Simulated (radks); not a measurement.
Fractional charge and spin in the 5s shell of antimony: the spin-up occupation runs from 0 to 1 and the spin-down occupation from 0 to 1; the fullest corner is Sb, [Kr] 4d10 5p(up 1.5, down 1.5) 5s(up 1, down 1). Method: scalar-relativistic Kohn-Sham, SCAN, spin-polarised, spherical densities, finite nucleus; meta-GGA in the generalised Kohn-Sham scheme; Fermi nuclear charge, rms radius of each element as measured or else 0.836 A^(1/3) + 0.57 fm; computed with a radial shooting solver on a logarithmic mesh with Libxc functionals. Energy (eV) minus the two flat planes that join the four corners (they meet along the diagonal where the two added fractions sum to one electron); zero is where a piecewise linear energy would lie.

down \ up       0     0.5       1
0           0.000  -1.078   0.000
0.5        -1.078   0.405  -0.971
1           0.000  -0.971   0.000

Corners above the fullest one (they belong to Sb+ and the next ion): (up 1, down 0) 17.083 eV, (up 0, down 1) 17.083 eV, (up 0, down 0) 43.960 eV. With half an added electron in each spin the energy lies 0.405 eV from the planes, and with half an added electron in spin up alone -1.078 eV. The planes are only a guide here: the flat-plane condition holds for ground states with one frontier orbital, while this shell lies below other occupied shells, so the corners above the fullest one are inner-hole states and not the ground states of those ions.
